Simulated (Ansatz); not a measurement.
B3As3 (the lowest singlet isomer of a short search) was relaxed with r2SCAN-D4 (def2-SVP) in Ansatz in these states: neutral quintet, neutral singlet, neutral triplet. The geometries follow in no particular order.

A:

```xyz
6

B     0.577   -0.679   -0.011
B    -1.218   -0.630    0.006
B    -0.381    0.056    1.317
As   -0.204   -0.796   -1.818
As    1.585    0.685    0.997
As   -0.359    1.364   -0.492
```

B:

```xyz
6

B    -0.6205    0.0990    0.8294
B    -0.1086    1.1015   -0.4850
B     0.7093   -0.3158   -0.2893
As   -1.8630    1.5083    0.2604
As    0.7559   -1.0139    1.6405
As    1.1268   -1.3793   -1.9561
```

C:

| atom | x (Å) | y (Å) | z (Å) |
| --- | --- | --- | --- |
| B1 | 0.7042 | 0.0828 | 0.4799 |
| B2 | -0.8841 | 0.8239 | 0.4632 |
| B3 | -0.0316 | 1.0019 | -0.8187 |
| As4 | -0.5399 | -0.6291 | 1.8372 |
| As5 | 1.5383 | -0.1953 | -1.2877 |
| As6 | -0.7870 | -1.0843 | -0.6739 |

Question: Judge from the bond lengths which geometry belongs to which state (an estimate).

Answer: A is the neutral triplet (As4–As6 2.539 Å, B1–As6 2.298 Å, As5–As6 2.541 Å); B is the neutral quintet (As4–As6 4.711 Å, B1–As6 3.605 Å, As5–As6 3.634 Å); C is the neutral singlet (As4–As6 2.564 Å, B1–As6 2.217 Å, As5–As6 2.564 Å).

At PBE0-D4/def2-TZVP a singlet lies 1.85 eV below the neutral triplet. At PBE0-D4/def2-TZVP a singlet lies 2.12 eV below the neutral quintet. These are the stationary points nearest to one start from a short search; other shapes may lie lower in each state.
